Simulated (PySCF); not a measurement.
**Mn: excitation energy**

Mn [Ar] 3d5 4s2 (6S) → Mn [Ar] 3d6 4s1 (6D), as a difference of total energies. Computed with PySCF 2.14 in x2c-TZVPPall (6s5p4d2f1g, 64 functions), with scalar relativity by spin-free X2C-1e. Correlated levels: valence: [Ar] frozen. The calculations carry no spin-orbit coupling.

| method | excitation energy (eV) |
| --- | --- |
| UHF | 3.384 |
| MP2 (valence) | 2.290 |
| SCS-MP2 (valence) | 2.279 |
| CCSD (valence) | 2.643 |
| CCSD(T) (valence) | 2.571 |

Problem. How much does correlation contribute at CCSD(T) (valence)?

Solution. 2.571 − (3.384) = -0.813 eV, measured against UHF.

Errors of the correlated levels include the incompleteness of this basis and the frozen core.

For comparison: 2.145 eV (measured; NIST levels, between the centres of gravity of the two terms).
